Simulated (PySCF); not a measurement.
A structure optimised at PBE0-D3(BJ)/def2-TZVP, used in a PySCF frequency run:

```xyz
2

Ag     0.0000     0.0000    -1.3595
I      0.0000     0.0000     1.2056
```

Problem. Write its SMILES, formula and point group.

Solution. [Ag][I], AgI, C∞v

Problem. What are its rotational constants (standard atomic weights)?

Solution. 1.3173 GHz (linear rotor, B only)
